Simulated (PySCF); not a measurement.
**TmSi at ROHF**

Computed with ROHF; basis Tm x2c-SVPall, Si x2c-SVPall; spin-free X2C with a Gaussian nucleus; PySCF 2.14.

| Item | Value |
| --- | --- |
| state | quartet, about 13.0 electrons in the 4f shell (Mulliken), real f orbitals that mix terms |
| bond length | 3.142 Å |
| harmonic wavenumber | 119 cm⁻¹ |
| force constant | 0.200 mdyn/Å |
| rotational constant Be | 0.07116 cm⁻¹ |
| anharmonicity ωexe | 1.91 cm⁻¹ |
| vibration–rotation constant αe | 0.00106 cm⁻¹ |
| bond order (Mayer) | 1.00 |
| dipole moment (positive dipole means Tm(−)Si(+)) | -4.95 D |

Spin–orbit coupling is left out, which matters for elements this heavy, above all for dissociation energies. UHF is strongly spin-contaminated for TmSi, so the ROHF reference used there is far from stable. Hartree–Fock leaves out correlation, which carries a large part of most bond energies and some tenths to 1 eV of ionisation energies. The state is the lowest single determinant that the PBE0 search found; with open d or f shells the true ground state can be another one.
